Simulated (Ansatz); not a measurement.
Geometry optimisation, RKS BLYP-D4/STO-3G in Ansatz.

input.yaml

```yaml
crystal:
  periodic: [false, false, false]
  atoms:
    - { symbol: Si, position_ang: [0.1356, -1.8837, -0.4189] }
    - { symbol: C, position_ang: [0.5472, -0.4251, 0.6503] }
    - { symbol: Si, position_ang: [0.27283, -0.9926, 2.38254] }
    - { symbol: Cl, position_ang: [1.90436, -1.63403, 3.24753] }
    - { symbol: C, position_ang: [-0.98944, -0.35723, 3.39797] }
    - { symbol: "N", position_ang: [-0.16507, 0.60421, 3.22252] }
    - { symbol: H, position_ang: [0.2493, -1.4541, -1.8558] }
    - { symbol: H, position_ang: [1.0091, -2.9834, -0.178] }
    - { symbol: H, position_ang: [-1.3152, -2.2339, -0.1609] }
    - { symbol: H, position_ang: [-0.08616, 0.42737, 0.3707] }
    - { symbol: H, position_ang: [1.59841, -0.0922, 0.48101] }
    - { symbol: H, position_ang: [-1.89449, -0.42069, 3.97585] }
basis:
  gaussian: { orbitals: STO-3G }
hamiltonian:
  xc: blyp
  dispersion: d4
relax:
  f_tol: 0.015
  max_steps: 40
```

Command:

```bash
$ ansatz run input.yaml --threads 1 --pin off --max-ram 2048MiB --backend cpu --events-out ev --progress --plain --runs-dir out
```

Question: Where does it end, and by what steps?

Answer: The run converged. The force dipped under the threshold on the way, but the program's further checks kept it going. Limits of this set-up: minimal basis. After 17 steps the energy has fallen by 1.105 eV; Cl4 moved furthest, 0.49 Å.

```json
{"step": "0", "energy less start (eV)": "0.0000", "largest force component (eV/Å)": "3.929", "accepted": "yes"}
{"step": "1", "energy less start (eV)": "-0.9243", "largest force component (eV/Å)": "1.007", "accepted": "yes"}
{"step": "2", "energy less start (eV)": "-1.0282", "largest force component (eV/Å)": "0.461", "accepted": "yes"}
{"step": "3", "energy less start (eV)": "-1.0495", "largest force component (eV/Å)": "0.597", "accepted": "yes"}
{"step": "4", "energy less start (eV)": "-1.0541", "largest force component (eV/Å)": "0.364", "accepted": "yes"}
{"step": "5", "energy less start (eV)": "-1.0787", "largest force component (eV/Å)": "0.945", "accepted": "yes"}
{"step": "6", "energy less start (eV)": "-1.1006", "largest force component (eV/Å)": "0.196", "accepted": "yes"}
{"step": "7", "energy less start (eV)": "-1.1010", "largest force component (eV/Å)": "0.086", "accepted": "yes"}
{"step": "8", "energy less start (eV)": "-1.1024", "largest force component (eV/Å)": "0.059", "accepted": "yes"}
{"step": "9", "energy less start (eV)": "-1.1029", "largest force component (eV/Å)": "0.020", "accepted": "yes"}
{"step": "10", "energy less start (eV)": "-1.1032", "largest force component (eV/Å)": "0.015", "accepted": "yes"}
{"step": "11", "energy less start (eV)": "-1.1038", "largest force component (eV/Å)": "0.047", "accepted": "yes"}
{"step": "12", "energy less start (eV)": "-1.1040", "largest force component (eV/Å)": "0.067", "accepted": "yes"}
{"step": "13", "energy less start (eV)": "-1.1043", "largest force component (eV/Å)": "0.065", "accepted": "yes"}
{"step": "14", "energy less start (eV)": "-1.1046", "largest force component (eV/Å)": "0.039", "accepted": "yes"}
{"step": "15", "energy less start (eV)": "-1.1047", "largest force component (eV/Å)": "0.022", "accepted": "yes"}
{"step": "16", "energy less start (eV)": "-1.1048", "largest force component (eV/Å)": "0.014", "accepted": "yes"}
{"step": "17", "energy less start (eV)": "-1.1048", "largest force component (eV/Å)": "0.013", "accepted": "yes"}
```

```xyz
12
Properties=species:S:1:pos:R:3
Si 0.167 -1.922 -0.469
C 0.514 -0.376 0.575
Si 0.398 -0.629 2.438
Cl 1.775 -2.090 3.126
C -1.020 -0.264 3.450
N -0.086 0.715 3.639
H 0.241 -1.577 -1.880
H 1.147 -2.952 -0.166
H -1.165 -2.419 -0.164
H -0.206 0.424 0.313
H 1.522 0.013 0.336
H -2.022 -0.371 3.920
```

Time of the run: 75 s on 1 thread of Arm Neoverse V1, with other jobs on the host, peak memory 0.15 GiB.
